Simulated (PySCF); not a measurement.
A PySCF script (with the pyscf-properties extension) for the NMR shieldings of `CCC(CC)SSC`, C6H14S2, on a GFN2-xTB geometry:

```python
import basis_set_exchange as bse
import numpy as np
from pyscf import gto, dft
from pyscf.prop import nmr

atoms = """
C    -1.839819   -2.401557    0.116760
C    -1.146058   -1.330841   -0.714686
C    -0.883360   -0.049054    0.066539
C    -0.325843    1.063488   -0.812160
C    -0.196753    2.390400   -0.075299
S     0.226419   -0.389984    1.503612
S     1.934062   -1.083140    0.658433
C     3.047547    0.363949    0.723275
H    -1.997411   -3.295983   -0.480504
H    -2.805035   -2.047324    0.472511
H    -1.232744   -2.666956    0.978715
H    -1.766407   -1.082271   -1.579801
H    -0.194138   -1.718665   -1.087809
H    -1.797013    0.285572    0.565266
H     0.646015    0.751657   -1.204177
H    -0.994305    1.188756   -1.668063
H    -1.174221    2.743769    0.245167
H     0.245752    3.143031   -0.723484
H     0.428256    2.281804    0.808118
H     3.048948    0.764445    1.731629
H     2.732257    1.117024    0.008437
H     4.033439   -0.008735    0.466671
"""
names = dict.fromkeys(["C", "S", "H"], "pcSseg-1")
basis = {el: gto.basis.parse(bse.get_basis(n, elements=[el], fmt="nwchem")) for el, n in names.items()}
mol = gto.M(atom=atoms, basis=basis, charge=0, verbose=0)
mf = dft.RKS(mol, xc="PBE0")
mf.grids.level = 2
mf.grids.alignment = dft.numint.BLKSIZE   # the property module wants whole blocks of grid points
mf.conv_tol = 1e-9
mf.kernel()

calc = nmr.RKS(mf)   # GIAO
C = mf.mo_coeff
Co = C[:, mf.mo_occ > 0]
resp = mf.gen_response(singlet=True, hermi=2)
def vind(x):   # induced exchange potential for any number of trial vectors
    d = np.einsum("pi,xij,qj->xpq", C, 2 * x.reshape(-1, C.shape[1], Co.shape[1]), Co, optimize=True)
    return np.einsum("xpq,pi,qj->xij", resp(d - d.transpose(0, 2, 1)), C, Co, optimize=True).ravel()
mo1, _ = nmr.rhf.solve_mo1(calc, with_cphf=vind)
sigma = calc.kernel(mo1)
for i, s in enumerate(sigma):   # ppm
    w = np.linalg.eigvalsh((s + s.T) / 2)
    print("%2d %-2s iso %8.1f  s11 %8.1f  s22 %8.1f  s33 %8.1f" % (i, mol.atom_pure_symbol(i), w.mean(), *w))
```

Task: What are the results?

Result: 
```
 0 C  iso    172.5  s11    160.1  s22    169.3  s33    188.1
 1 C  iso    156.2  s11    137.2  s22    156.5  s33    175.0
 2 C  iso    123.5  s11    101.8  s22    131.6  s33    137.2
 3 C  iso    156.8  s11    138.6  s22    156.1  s33    175.5
 4 C  iso    172.2  s11    160.8  s22    168.1  s33    187.8
 5 S  iso    448.9  s11    246.1  s22    401.2  s33    699.3
 6 S  iso    557.3  s11    335.9  s22    569.4  s33    766.5
 7 C  iso    157.3  s11    129.2  s22    154.1  s33    188.6
 8 H  iso     30.8  s11     25.9  s22     27.4  s33     39.0
 9 H  iso     31.1  s11     26.5  s22     28.6  s33     38.3
10 H  iso     29.8  s11     23.6  s22     32.1  s33     33.8
11 H  iso     30.4  s11     24.3  s22     30.3  s33     36.6
12 H  iso     29.9  s11     25.7  s22     31.1  s33     32.7
13 H  iso     29.8  s11     25.6  s22     28.7  s33     35.2
14 H  iso     30.1  s11     27.0  s22     30.3  s33     33.1
15 H  iso     30.3  s11     24.3  s22     30.0  s33     36.5
16 H  iso     31.0  s11     26.3  s22     28.4  s33     38.2
17 H  iso     30.7  s11     26.2  s22     27.3  s33     38.7
18 H  iso     29.8  s11     24.2  s22     31.6  s33     33.5
19 H  iso     29.5  s11     25.0  s22     27.3  s33     36.2
20 H  iso     29.3  s11     23.1  s22     29.9  s33     34.9
21 H  iso     29.9  s11     24.5  s22     26.0  s33     39.2
```

These numbers come from an equivalent density-fitted implementation of the same equations, which agrees with the script to about 0.01 ppm for H and up to a few tenths of a ppm for heavy atoms, so last digits may differ.

Task: Turn these shieldings into chemical shifts. Chemical shifts δ = σref − σ; 13C (σ = 186.93 ppm), 1H (σ = 31.72 ppm) against TMS; 33S (σ = 503.73 ppm) against CS2, all at this level.

Result: Averaging equivalent atoms: C 2: 63.4; C 1/3: 30.4; C 7: 29.6; C 0/4: 14.6; S 5: 55; S 6: -54; H 19/20/21: 2.15; H 13: 1.87; H 12/14: 1.73; H 11/15: 1.38; H 8/9/10/16/17/18: 1.19 ppm. 

Size and cost of the density-fitted run: 220 basis functions, 36 s wall time on 1 thread of an Arm Neoverse V2, shared host; peak memory 1 GiB.
